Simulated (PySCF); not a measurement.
# Reading the logs of faulty runs: C2GeH8N

Calculated results; nothing here was measured. The program is PySCF 2.14.0, an open-source quantum chemistry code, run on an isolated molecule that a program drew, which may never have been made. The molecule is C2GeH8N (charge 0, doublet), drawn as the SMILES string `NC[CH2][GeH2]`.

Each row is a Hartree-Fock (HF) and frozen-core CCSD(T) single point in the cc-pVDZ basis, meant for a local HF minimum. Run 1 is clean. Each other run has one planted mistake out of seven kinds, and not every kind appears here: one electron removed, one electron added, multiplicity raised by two, geometry at a saddle point, minimal basis STO-3G, one bond length entered in bohr, all coordinates scaled. The reference is restricted for singlets and unrestricted otherwise, and also for a bond in bohr. Adding or removing an electron swaps singlet and doublet. Electrons count all cores. HOMO and LUMO are orbital energies over both spins, the gradient is its largest component, and the lowest frequency (negative if imaginary) is given only where the gradient is small. Bond lengths are over the 11 bonds as drawn. T1 is the CCSD diagnostic: over 0.02 (restricted) or 0.045 (unrestricted) a single reference is doubtful. Germanium has the cc-pVDZ-PP basis, with a core potential (ECP10MDF) in place of its 10 inner electrons, and its 3s, 3p and 3d shells are frozen in CCSD(T).

Geometry of the clean run:
```xyz
12
C2GeH8N, angstrom
N    -1.7283   -0.6557   -1.2632
C    -0.3435   -1.0302   -1.4775
C     0.0438   -2.4804   -1.1400
Ge   -0.1617   -3.0162    0.7563
H    -1.9697   -0.6989   -0.2876
H    -2.3453   -1.2944   -1.7371
H     0.2837   -0.3403   -0.9077
H    -0.1110   -0.8494   -2.5310
H    -0.5446   -3.1787   -1.7439
H     1.0922   -2.6484   -1.4043
H     0.5353   -2.0159    1.6969
H    -1.6352   -3.1558    1.1794
```

```
run,electrons,basis functions,<S^2>,HOMO (eV),LUMO (eV),gradient (hartree/bohr),lowest frequency (cm^-1),mean bond (Å),longest bond (Å),T1,HF (hartree),CCSD(T) (hartree),mistake
1,59,105,0.754,-8.59,1.28,3.7e-05,74,1.3125,1.981,0.0096,-428.18128,-428.79923,no fault
2,60,105,0.000,-0.43,8.89,6.5e-02,-,1.3125,1.981,0.0100,-428.16357,-428.81049,one electron added
3,59,105,3.763,-2.21,0.72,6.0e-02,-,1.3125,1.981,0.0252,-427.94555,-428.54630,multiplicity raised by two
4,59,105,1.466,-8.66,1.17,2.2e-02,-,1.4010,2.068,0.0520,-428.05805,-428.67427,one bond length entered in bohr
5,59,105,0.754,-8.45,1.51,6.4e-02,-,1.2364,1.866,0.0092,-428.13928,-428.74473,all coordinates scaled
6,58,105,0.000,-14.95,-6.81,6.8e-02,-,1.3125,1.981,0.0157,-427.89785,-428.50912,?
```

**Which mistake was planted in run 6, and what did it cost?**

It counts 58 electrons, one fewer than the clean run, at the same geometry and basis. So the mistake is: one electron removed. Subtracting run 1 and multiplying by 627.51 kcal/mol a hartree, the energy moved by 177.9 kcal/mol in HF and 182.0 kcal/mol in CCSD(T).

Cautions from the logs. Run 4: T1 is over the limit, so its CCSD(T) energy is less reliable.
